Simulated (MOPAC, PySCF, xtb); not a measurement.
Dimer: HCl (SMILES Cl) (first 2 atoms) with PH3 (SMILES P); geometry from B3LYP-D3(BJ)/def2-TZVP, rigid monomers moved along the line of their centres of mass till Cl1···P3 is 4.24 Å.
(charge 0, multiplicity 1):
```xyz
6

Cl     0.436    -0.616    -0.344
H      0.244     0.361    -1.152
P     -0.020     0.161     3.803
H     -0.281     0.909     4.982
H      0.834     1.153     3.258
H     -1.167     0.653     3.131
```

Monomers are frozen at their geometry in the pair; levels with a basis set take the counterpoise correction. Rows marked so take none.

Rows in STO-3G carry no dispersion term and start afresh at each structure. The state that PM7 reach isn't checked; PM7 holds dispersion and hydrogen-bond terms.

Codes used: MOPAC for PM7 (differences of heats of formation); PySCF for STO-3G rows; xtb for the GFN methods. Values without a source in brackets are computed.

Q: One of these levels gives 0.02 kcal/mol for the interaction energy. Name it.
A. PM7
B. HF/STO-3G (no counterpoise)
C. GFN-FF

A: B, HF/STO-3G (no counterpoise). The others give -0.75 (GFN-FF), -1.81 (PM7)
